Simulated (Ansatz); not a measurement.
Isolated molecules relaxed with PBE0-D4/def2-TZVP in Ansatz; ΔE leaves out vibrations. CBS: MP2 limit from def2 TZ/QZ plus the TZ coupled-cluster correction, frozen cores. This one scheme is used for every species. DFT in def2-TZVPP. For Br outer-core shells are correlated without core-valence functions, which leaves a few kJ/mol of doubt a bond. Scalar relativity is left out up to krypton. One conformer a species, not always the lowest.

`B[SiH2]CF` + HBr → `B[SiH2]Br` + `CF`  (ligand exchange at the Si–C bond)

(1) Is it downhill or uphill in electronic energy at CCSD(T)/CBS, and by how much? (An estimate is asked.)

(2) What do these levels give: ωB97X-V, B2PLYP, r2SCAN0, CAM-B3LYP, LC-ωPBE, CCSD/CBS(def2)? (An estimate is asked.)

Largest T1 diagnostic among the species: 0.012.

Answers

(1) The calculation gave: Downhill: ΔE = -1.22 eV.

(2) Ansatz gave: ωB97X-V -1.18, B2PLYP -1.21, r2SCAN0 -1.24, CAM-B3LYP -1.16, LC-ωPBE -1.17, CCSD/CBS(def2) -1.24 eV.

At CCSD(T), def2-SVP lies +0.10 eV from the extrapolated value and def2-TZVPP +0.05 eV. From BLYP to BHLYP (50 % exact exchange), in def2-TZVPP and without D4, ΔE moves by −0.12 eV. Leaving LDA and LC-ωPBE aside and taking each functional with its dispersion term where it has one, the values, not all of them listed here, spread over 0.14 eV, from BHLYP-D4 to revPBE-D4. LDA lies +0.08 eV from PBE without D4.
